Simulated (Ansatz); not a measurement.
**ICl (iodine monochloride): the vertical energy of the triplet above the singlet from total energies**

ICl: 2 atoms, total charge 0, spin state singlet. As SMILES, `ClI`. Geometry: relaxed at GFN2-xTB.

```xyz
2

Cl    0.0000    0.0000    0.0000
I     0.0000    0.0000    2.3065
```

Both states at this one shape; open shells run unrestricted unless said. 1 Eh = 27.2114 eV.

```
                                  level  program  singlet ICl (Eh)  triplet ICl (Eh)
                             PBE/STO-3G   Ansatz      -7307.179965      -7307.077679
BCCD(T)/STO-3G, 23 core orbitals frozen   Ansatz      -7305.289436      -7305.162041
    FCI/STO-3G, 23 core orbitals frozen   Ansatz      -7305.289436      -7305.162040
```

Question: Work out the vertical gap, second state less first, at each level.

Answer: 
1. PBE/STO-3G: -7307.077679 − (-7307.179965) = 0.102286 Eh = 2.78 eV.
2. BCCD(T)/STO-3G: -7305.162041 − (-7305.289436) = 0.127395 Eh = 3.47 eV.
3. FCI/STO-3G: -7305.162040 − (-7305.289436) = 0.127396 Eh = 3.47 eV.

No measured value is set beside it here; the levels span 2.78 to 3.47 eV. Spin-orbit coupling, which splits open shells on such heavy atoms by tenths of an eV, is left out. Minimal sets are far from the basis-set limit. All-electron rows are non-relativistic unless named.
